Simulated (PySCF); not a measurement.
# Shifts of the heteroatoms

Mapped SMILES: `[F:1][c:2]1[cH:3][cH:4][cH:5][c:6]([N:7]2[CH2:8][CH2:9][CH:10]=[N:11]2)[cH:12]1`. Each H is labelled by its parent atom.

All values are calculated (PySCF 2.14): GFN2-xTB geometry, GIAO PBE0/pcSseg-1 shieldings. One averaged value for each set of equivalent atoms, a single conformation, non-relativistic Hamiltonian, no solvent.

Q: What are the 19F shifts?

A: 
```json
{"atoms": "F1", "environment": "aryl fluorine", "σ (ppm)": "288.2", "δ (ppm)": "-114.0"}
```

Shieldings were converted by a linear fit to measured shifts: 19F (scatter 6.0 ppm rms, 7.0 ppm with the 5 outliers that the fit left out vs CFCl3, solution or neat liquid, with a term for F on sp3 carbon). Occasional misses reach two or three times the rms, and more in compound classes unlike the fitted ones.

On a 500 MHz spectrometer 19F resonates near 470.5 MHz, so 1 ppm is 470.5 Hz.

Q: What are the 15N shifts?

A: 
```csv
atoms,environment,σ (ppm),δ (ppm)
N11,imine nitrogen,-105.2,-51.2
N7,nitrogen bonded to O or N,90.5,-231.5
```

Shieldings were converted by a linear fit to measured shifts: 15N: δ = -148.07 − 0.921σ (rms 6.3 ppm, 71 shifts vs CH3NO2, solution or neat liquid). A few per cent of atoms miss by over 2 rms, more outside the fitted compound classes.

On a 300 MHz spectrometer 15N resonates near 30.4 MHz, so 1 ppm is 30.4 Hz.
